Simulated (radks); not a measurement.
Results of a calculation; reference values are marked as such.
Excited configurations of P I: one electron is placed in a higher orbital outside [Ne] 3s2 3p2. The ground configuration is [Ne] 3s2 3p3. Code: a radial shooting solver on a logarithmic mesh with Libxc functionals. Model: Dirac Kohn-Sham, PBEsol, spin-unpolarised, spherical densities, point nucleus; open shells fill j = l - 1/2 first. Excitation = E - E(ground); binding = E(ion) - E, where the ion is the core of charge +1; n* = 1/sqrt(2 binding) in atomic units, and the quantum defect is n - n*.

outer orbital  excitation (eV)  binding (eV)     n*  quantum defect  eigenvalue (eV)  <r> (bohr)
4d3/2                    8.412         1.253  3.296           0.704           -0.650       14.39
4f5/2                    8.764         0.900  3.888           0.112           -0.429       17.54
5p1/2                    8.398         1.267  3.278           1.722           -0.744       16.35
6p1/2                    8.868         0.796  4.135           1.865           -0.501       27.00
6f5/2                    9.217         0.447  5.515           0.485           -0.280       44.62
7d3/2                    9.263         0.401  5.821           1.179           -0.266       54.34
7f5/2                    9.327         0.338  6.349           0.651           -0.223       62.85

The Delta-SCF ionisation energy is 9.664 eV (NIST Atomic Spectra Database: 10.487 eV, measured). Self-interaction in the functional shifts the binding energies and quantum defects, so they are the method's values and not measured ones. Spin polarisation and multiplet splitting are left out, so open shells lie too high by an amount that depends on their filling.

Beside tabulated values, note that spin-unpolarised runs miss the spin-polarisation part of the exchange energy of open shells.
